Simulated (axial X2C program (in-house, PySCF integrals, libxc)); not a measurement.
## Levels of AlI⁺ by electron attachment to AlI²⁺ (EOM-EA-CCSD)

Calculated with an axial X2C code built on PySCF integrals: two-component X2C with atomic mean-field Coulomb and Gaunt terms, Gaussian nuclei, basis I dyall-acv3z, Al dyall-av3z with contracted cores.

R = 2.433 Å (near the PBE0 minimum at charge 1 of the determinant lowest at the starting distance; the state shown can have its own minimum elsewhere).

Hartree–Fock spinors of AlI²⁺ (one of each Kramers pair; a window near the gap, which can cut inner shells):

```
  ω  occupied  ε (eV)                    character
1/2       yes  -25.48    54% I p, 31% Al s, 6% I s
1/2       yes  -22.52   70% I p, 11% Al s, 6% Al p
3/2       yes  -21.99    80% I p, 7% Al p, 7% Al d
1/2        no  -14.79  34% Al p, 31% I p, 27% Al s
1/2        no  -10.72    75% Al p, 13% I d, 5% I p
3/2        no  -10.70    74% Al p, 13% I d, 6% I p
1/2        no   -7.82  40% Al p, 30% Al d, 12% I p
1/2        no   -6.50   56% Al s, 15% I d, 14% I s
5/2        no   -5.66            78% Al d, 20% I d
```

Levels of AlI⁺ obtained by attaching an electron to AlI²⁺:

| Ω | binding energy (eV) | above lowest (cm⁻¹) | attached spinor | one-particle weight |
| --- | --- | --- | --- | --- |
| 1/2 | 15.330 | 0 | 34% Al pσ, 27% Al sσ, 25% I pσ | 0.94 |
| 1/2 | 11.673 | 29500 | 76% Al pπ, 12% I dπ | 0.88 |

This point took 16 s on 1 thread of Arm Neoverse N1, on a shared host.

Reference electrons by ω block (each with its −ω partner): 1/2: 21, 3/2: 9, 5/2: 2. 8 electrons of AlI²⁺ correlated (inner shells frozen), 92 natural virtual spinors (a truncated set); levels can be off by some tenths of an eV. Roots sought by Ω: (1/2: 5, 3/2: 4, 5/2: 2, 7/2: 1); rows need 60 % one-particle weight and stop where some Ω has no more roots. Missing are any skipped roots, higher Ω and states of a further excitation; these come out far too high here and may in truth be low or lowest. T1 of the reference 0.028 (Lee–Taylor). The reference was not checked to be the lowest state of its species. Number of frozen shells: I 4 s, 3 p, 2 d; Al 2 s, 1 p. Large amplitudes in the reference (orbital relaxation or multireference character) lower the reliability.
